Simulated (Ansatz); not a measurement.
C₂H₁₂BNSi₂, SMILES `BN(CC)[SiH2][SiH3]`. Total charge 0; spin multiplicity 1. Geometry: relaxed with PBE0-D4/def2-TZVP. It is one conformer, not always the lowest.

```xyz
18

B     0.616    1.862    0.806
N     0.105    0.704    0.218
C     0.139    0.512   -1.235
C    -1.132    0.989   -1.909
Si   -0.551   -0.614    1.174
Si    0.968   -2.399    1.263
H     1.112    2.703    0.109
H     0.557    1.993    1.995
H     0.303   -0.550   -1.458
H     1.001    1.052   -1.633
H    -1.272    2.059   -1.740
H    -1.084    0.815   -2.987
H    -2.008    0.466   -1.519
H    -0.856   -0.114    2.536
H    -1.811   -1.095    0.538
H     1.337   -2.839   -0.111
H     0.367   -3.557    1.980
H     2.209   -1.986    1.972
```

Q: What is the dipole moment at ωB97M-V/def2-TZVPP? (Best estimate.)

A: Ansatz gave: 1.48 D, with components (-0.50, -0.71, -1.20) D in this frame, pointing from negative to positive charge.

Q: And with PBE, r2SCAN, B3LYP? (Estimate.)

A: Ansatz gave: PBE 1.59 D, r2SCAN 1.54 D, B3LYP 1.49 D.

Q: Give the Mulliken charges with ωB97M-V, r2SCAN, B3LYP in def2-TZVPP. (Best estimate.)

A: Ansatz gave: 
```csv
atom,ωB97M-V,r2SCAN,B3LYP
B1,-0.17,-0.07,-0.14
N2,-0.19,-0.14,-0.13
C3,-0.13,0.04,-0.03
C4,-0.27,-0.14,-0.24
Si5,0.19,0.29,0.28
Si6,0.03,0.15,0.14
H7,0.05,-0.03,0.00
H8,0.05,-0.01,0.01
H9,0.10,0.04,0.07
H10,0.11,0.05,0.08
H11,0.11,0.05,0.09
H12,0.10,0.04,0.08
H13,0.10,0.05,0.08
H14,0.00,-0.06,-0.06
H15,-0.02,-0.08,-0.07
H16,-0.02,-0.07,-0.06
H17,-0.02,-0.06,-0.06
H18,-0.02,-0.06,-0.05
```

B3LYP here is the variant with VWN-RPA as its local correlation; programs differ in this.
